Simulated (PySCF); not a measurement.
**Computed properties of Al(H)(Cl)(OEt) (C2H6AlClO), SMILES CC[O][AlH][Cl]**

Al(H)(Cl)(OEt) (C2H6AlClO), SMILES [Cl][AlH][O]CC. Geometry: ωB97X-D3(BJ)/def2-SVP. The structure was generated by enumeration; whether it is a known compound was not checked. One conformer was computed; it need not be the lowest. All values are computed for the isolated molecule unless a solvent is named; none is compared with measurement here.

**Structure.** All 27 harmonic modes at ωB97X-D3(BJ)/def2-SVP (PySCF) are real, so it is a minimum. With heavy atoms numbered as in [AlH:1]([Cl:3])[O:4][CH2:5][CH3:6], the shortest bond between them is O4–C5 at 1.407 Å and the longest Al1–Cl3 at 2.103 Å.

**Vibrations.** The strongest infrared lines (harmonic, unscaled, degenerate partners summed) lie at 1247 cm⁻¹ (322 km/mol, O 49 %, C 37 %, H 11 %), 755 cm⁻¹ (194 km/mol, Al 43 %, H 24 %, C 17 %, O 15 %), 488 cm⁻¹ (167 km/mol, H 75 %, Al 17 %). The softest mode is at 39 cm⁻¹ and the zero-point energy is 50.3 kcal/mol.

**Electronic structure.** M06-2X/def2-TZVP (PySCF) places the frontier levels at -9.83 and -0.26 eV, a gap of 9.57 eV, and gives a dipole moment of 1.06 D and a mean polarisability of 62.6 bohr³. PBE/def2-TZVP (PySCF) at the same geometry gives -6.81 and -1.55 eV, so its gap is 4.31 eV narrower. An orbital gap is neither the optical nor the fundamental gap.

**Excitations.** TDA-ωB97X/def2-SVPD (PySCF) has S1 at 6.92 eV (179 nm, f = 0.001, dark); the most intense of the 10 singlets computed lies at 8.49 eV (f = 0.16). T1 (TDA) is at 6.66 eV, 0.26 eV under S1. TDA-PBE/def2-SVPD (PySCF) puts S1 at 5.34 eV. No vertical singlet excitation falls in the visible range (under 3.1 eV).

**NMR.** GIAO shifts at KT2/pcSseg-1 (PySCF) (non-relativistic, atoms alike by connectivity averaged): ¹³C from 26.6 to 68.1 ppm against TMS; ¹H from 1.7 to 4.6 ppm against TMS. Without spin–orbit terms, shifts of atoms bonded to Cl or Br come out too high.
